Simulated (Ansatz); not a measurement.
`O[SiH2][SiH](O)Cl`. Total charge 0; spin multiplicity 1.

Cartesian coordinates in Å:
```
O 1.241 1.794 -0.219
Si 1.210 0.170 0.077
Si -1.031 -0.458 0.301
O -1.768 -0.281 -1.151
Cl -1.010 -2.447 0.875
H 2.092 2.211 -0.362
H 1.927 -0.171 1.338
H 1.840 -0.611 -1.025
H -1.789 0.242 1.371
H -2.711 -0.450 -1.206
```

Task: Give the diagnostics of a CCSD(T)/def2-TZVPP run (frozen core, Ansatz). (Best estimate.)

Result: Computed: T1 = 0.0113, largest single amplitude 0.015, largest double 0.014, (T) share of the correlation energy 3.6 %, 9 CCSD cycles. The RHF solution is stable towards an unrestricted one. T1 lies under the customary mark of 0.02 for closed shells.
